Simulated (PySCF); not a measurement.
CdCl2, SMILES [Cl][Cd][Cl] (connectivity only; charge and spin as stated), charge -1, multiplicity 2.

Geometry: B3LYP-D3(BJ)/def2-SVPD. The spin state was assumed, not searched. The isomer is the one that the SMILES or the coordinates give; other isomers of the formula were not compared. The def2 effective core potentials stand for the cores of Cd; spin–orbit coupling is left out.

These are IEF-PCM-M06-2X/def2-SVPD (PySCF) values and carry that method's errors.

The values are the electrostatic part of the solvation free energy, E(continuum) − E(gas) at the gas-phase geometry, in a cavity of scaled van der Waals radii (PySCF's table); cavitation and dispersion terms are not included. A continuum can't describe solvent molecules that bind to the metal.

```
solvent            ε  ΔG(elec) (kcal/mol)
-------------  -----  -------------------
water          78.36                -53.9
chlorobenzene   5.70                -44.2
1-octanol       9.86                -48.6
```
